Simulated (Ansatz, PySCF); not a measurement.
Reaction 18 R1 → P1 + 24 P2, each structure at its B3LYP-D3(BJ)/def2-SVP stationary point, reached from a drawn start (curvature not checked).
P1, C12H12 (SMILES C12C3C4C1C1C4C4C5C3C2C5C14) (charge 0, multiplicity 1):
```xyz
24

C      1.55617     0.00003     0.78165
C      0.77811     1.34766     0.78165
C     -0.77806     1.34764     0.78165
C     -1.55617    -0.00003     0.78165
C     -0.77811    -1.34766     0.78165
C      0.77806    -1.34764     0.78165
H      2.49366     0.00000     1.35478
H      1.24683     2.15957     1.35478
H     -1.24681     2.15954     1.35480
H     -2.49366     0.00000     1.35478
H     -1.24683    -2.15957     1.35478
H      1.24681    -2.15954     1.35480
C      1.55617     0.00003    -0.78165
C      0.77811     1.34766    -0.78165
C     -0.77806     1.34764    -0.78165
C     -1.55617    -0.00003    -0.78165
C     -0.77811    -1.34766    -0.78165
C      0.77806    -1.34764    -0.78165
H      2.49366     0.00000    -1.35478
H      1.24683     2.15957    -1.35478
H     -1.24681     2.15954    -1.35480
H     -2.49366     0.00000    -1.35478
H     -1.24683    -2.15957    -1.35478
H      1.24681    -2.15954    -1.35480
```
R1: C2H6 (SMILES CC), charge 0, multiplicity 1.
P2, CH4 (SMILES C) (charge 0, multiplicity 1):
```xyz
5

C      0.00000     0.00000     0.00000
H      0.63466     0.63466     0.63466
H     -0.63466    -0.63466     0.63466
H      0.63466    -0.63466    -0.63466
H     -0.63466     0.63466    -0.63466
```

P less R. No zero-point or thermal terms.

Codes used: Ansatz (an electronic-structure program); PySCF for the D3/D4 terms. No computed number here is a measurement.

One of these levels gives 146.97 kcal/mol for the reaction energy. Which?
A) HF/cc-pVDZ
B) BLYP-D4/def2-TZVPP
C) r2SCAN/def2-TZVPP

A, HF/cc-pVDZ. The others give 111.61 (BLYP-D4/def2-TZVPP), 125.26 (r2SCAN/def2-TZVPP)
